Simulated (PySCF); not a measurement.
A structure optimised at PBE-D3(BJ)/def2-SVP, used in a PySCF frequency run:

```xyz
10

C      1.0945     0.4403    -1.6335
Ge     0.3220    -0.3777     0.0000
C      1.0945     0.4403     1.6335
Cl    -1.8156     0.1879     0.0000
H      0.5910     0.0499    -2.5374
H      2.1782     0.2169    -1.6878
H      0.9440     1.5380    -1.5771
H      0.9440     1.5380     1.5771
H      0.5910     0.0499     2.5374
H      2.1782     0.2169     1.6878
```
Charge 0, spin multiplicity 2.

Task: Write its SMILES, formula and point group.

Result: [CH3][Ge]([CH3])[Cl], C2H6ClGe, Cs

Task: What are its rotational constants (standard atomic weights)?

Result: 4.6605, 2.7216, 1.9981 GHz
